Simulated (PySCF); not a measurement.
Level of theory: ωB97X-D3(BJ)/def2-TZVP // B3LYP-D3(BJ)/def2-TZVP in PySCF 2.14.0. All species are isolated molecules in the gas phase. Delta-SCF ions had no search for a lower state. Excitations are Tamm–Dancoff values on a coarser integration grid. The basis has no diffuse functions, so Rydberg states are missing or too high.

Reference species (SMILES): `[Cl][Ga]([Cl])[CH3]` (neutral, multiplicity 1).

- vertical ionisation energy (Delta-SCF): 11.23 eV
- T1 excitation (TDA): 6.23 eV
- S1 oscillator strength: 0.004

After one change: the vertical ionisation energy (Delta-SCF) drops by 1.57 eV; the T1 excitation (TDA) decreases by 0.88 eV; the S1 oscillator strength stays essentially unchanged.

### Question
Name the change that produced these shifts. The new species is one of these.
(A) `[Cl][Ga]([Cl])[Cl]`
(B) `[CH3][Ga]([CH3])[Cl]`
(C) `[CH3][Ga]([CH3])[CH3]`

### Answer
C, `[CH3][Ga]([CH3])[CH3]`
